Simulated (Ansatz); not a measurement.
# Worked example: AuCl + CHF3S → AuSH + CClF3

Species: AuCl (gold monochloride), singlet; CHF3S (trifluoromethanethiol) `FC(F)(F)S`, singlet; AuSH `[SH][Au]`, singlet; CClF3 `FC(F)(F)Cl`, singlet. The partners trade Cl for SH: Au–Cl and C–SH bonds give way to Au–SH and C–Cl.

Shapes, held fixed at every level: PBE0-D4/def2-TZVP. Programs: Ansatz 0.2.0. The zero-point and thermal change to 298 K, harmonic and unscaled (PBE0-D4/def2-TZVP), is -2.0 kJ/mol.

At CCSD(T)/def2-TZVPP; 1 Eh = 2625.50 kJ/mol:

| species | energy (Eh) |
| --- | --- |
| AuCl | -595.120519 |
| CHF3S | -735.591771 |
| AuSH | -533.729532 |
| CClF3 | -796.987695 |

Q: Work out ΔH(298 K) of the reaction at this level.

A: 
1. Products less reactants: (-533.729532) + (-796.987695) − [(-595.120519) + (-735.591771)] = -0.004937 Eh = -13.0 kJ/mol.
2. With the thermal change: -13.0 + (-2.0) = -15.0 kJ/mol.

Other levels give -19.3 (r2SCAN-D4/def2-TZVPP) to +19.0 kJ/mol (HF/def2-SVP). No measured value is set beside it here. T1 is large for AuCl, AuSH, so single-reference values are less sure there. For atoms past krypton def2 sets carry core potentials with scalar relativity. Correlated rows may include outer-core shells of Au, which these sets cover unevenly.
